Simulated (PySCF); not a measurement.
Compound: C₄H₄F₃OS (doublet state).
Numbering: `[CH2:1][S@@:2](=[O:3])/[CH:4]=[CH:5]/[C:6]([F:7])([F:8])[F:9]` (hydrogens: H10, H11 on C1; H12 on C4; H13 on C5)

Structure used (GFN2-xTB), in Å, numbered top down from 1:
```
atom  x, y, z in Å
C1    -2.508   -0.667    0.098
S2    -1.759    0.664   -0.722
O3    -1.735    1.814    0.170
C4    -0.081   -0.089   -0.644
C5     0.847    0.500    0.081
C6     2.240   -0.030    0.241
F7     2.610   -0.082    1.528
F8     3.143    0.742   -0.385
F9     2.387   -1.267   -0.254
H10   -2.696   -1.549   -0.483
H11   -3.140   -0.454    0.939
H12    0.045   -1.002   -1.199
H13    0.642    1.420    0.612
```

The hyperfine couplings belong to this conformer and change with its torsions.

Method used: PySCF 2.14.0, UKS B3LYP, pcH-1 on C F H O S, non-relativistic, mean-field spin-orbit, GIAO. Isolated species at its GFN2-xTB geometry (one conformer only). Couplings are sensitive to structure, and on GFN2-xTB geometries they can be far from those on DFT ones. Stability of the SCF solution: not tested.

Principal values of hyperfine tensors in MHz (contact, dipolar and spin–orbit terms together), for some of the nuclei:

```tsv
atom	isotope	A1	A2	A3
C1	13C	42.80	43.01	265.44
C4	13C	88.56	90.34	112.19
H11	1H	-91.50	-57.77	-19.59
H10	1H	-83.04	-50.33	-11.40
S2	33S	25.50	31.17	53.61
H12	1H	-9.53	-6.82	2.50
F7	19F	0.39	0.62	11.84
H13	1H	2.11	2.89	7.19
```

Problem. Split each tensor into its isotropic and traceless parts, and turn a_iso into mT with g = 2.0028.

Solution. a_iso is a third of the trace, T = A − a_iso, and a(mT) = a(MHz)/(g × 13.996). The tensors hold a spin–orbit part: the run splits a_iso into a_FC + a_SO, and T includes its anisotropic share.

```tsv
atom	a_iso (MHz)	a_FC	a_SO	a_iso (mT)	T1	T2	T3
C1	117.08	117.03	0.05	4.177	-74.28	-74.07	148.36
C4	97.03	97.06	-0.02	3.462	-8.47	-6.69	15.16
H11	-56.29	-56.34	0.05	-2.008	-35.21	-1.48	36.69
H10	-48.26	-48.30	0.04	-1.722	-34.78	-2.07	36.86
S2	36.76	36.86	-0.10	1.311	-11.26	-5.59	16.85
H12	-4.62	-4.62	0.00	-0.165	-4.91	-2.20	7.11
F7	4.28	4.26	0.02	0.153	-3.89	-3.67	7.56
H13	4.07	4.07	0.00	0.145	-1.95	-1.18	3.13
```

Problem. What spin density at the nucleus of H10 lies behind its contact coupling (g_N = 5.58569)?

Solution. a_FC = 800.24 MHz bohr³ × g_N × ρ(0)/(2S). With a_FC = -48.30 MHz and 2S = 1, ρ(0) = -0.0108 bohr⁻³. In magnitude that is 3.4 % of the 1/π = 0.318 of a free hydrogen atom.

Problem. C6 (13C, g_N = 1.40482) isn't in the table. Its spin density at the nucleus is 0.007432 bohr⁻³. What is its contact coupling?

Solution. By the same relation, a_FC = 8.35 MHz. Its full tensor has the principal values 7.51, 7.70, 9.84 MHz.

Problem. Name the largest traceless tensor T of the table and describe it.

Solution. C1: -74.3, -74.1, 148.4 MHz (the dipolar term alone has -74.5, -73.9, 148.4), axial, in the ratio −1:−1:+2, the form that spin in one p orbital centred on that nucleus gives.

Problem. What first-order splitting does C4 cause when the field lies along A1, A2 or A3 of its tensor (g taken as isotropic, no quadrupole term)?

Solution. 2 lines (I = 1/2), spaced by |A_i|/(g × 13.996): 3.16, 3.22, 4.00 mT along the axes of A1, A2 and A3.
